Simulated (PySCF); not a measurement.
**Potential energy of TeF⁻ along the bond**

Set-up: basis Te aug-cc-pVDZ-PP with ECP28, F aug-cc-pVDZ; scalar-relativistic core potentials; PySCF 2.14. Energies in eV from Te + F⁻ in their ground configurations at the same level. State: ¹Σ⁺ (singlet), closed shell.

| R (Å) | PBE |
| --- | --- |
| 1.831 | -2.033 |
| 1.913 | -2.378 |
| 1.974 | -2.511 |
| 2.035 | -2.565 |
| 2.096 | -2.560 |
| 2.178 | -2.491 |
| 2.279 | -2.338 |
| 2.401 | -2.104 |

Question: Put a parabola through the three lowest points of the PBE curve and estimate Re, k and ωe (reduced mass 16.57 u; 1 eV/Å² = 0.16022 mdyn/Å; ωe = 1302.8·√(k/μ) cm⁻¹).

Answer: Through R = 1.974, 2.035, 2.096 Å the second-order coefficient is 7.93 eV/Å², so Re ≈ 2.060 Å, k ≈ 2.54 mdyn/Å and ωe ≈ 510 cm⁻¹. A polynomial fit of higher order to the unrounded PBE energies gives Re = 2.060 Å, k = 2.19 mdyn/Å, ωe = 474 cm⁻¹; anharmonicity and rounding make the difference.

The higher-order fit for each curve: PBE: Re = 2.060 Å, ωe = 474 cm⁻¹, De = 2.57 eV.

These are scalar-relativistic numbers at best; spin–orbit coupling would shift them, the dissociation energy most. For an ion De counts to the pair picked by the measured ionisation energies or electron affinities, which need not be the lowest pair at this level. The highest Kohn–Sham level is positive in this anion. Much of that is self-interaction error, but it also means that the finite basis helps to hold the extra electron.
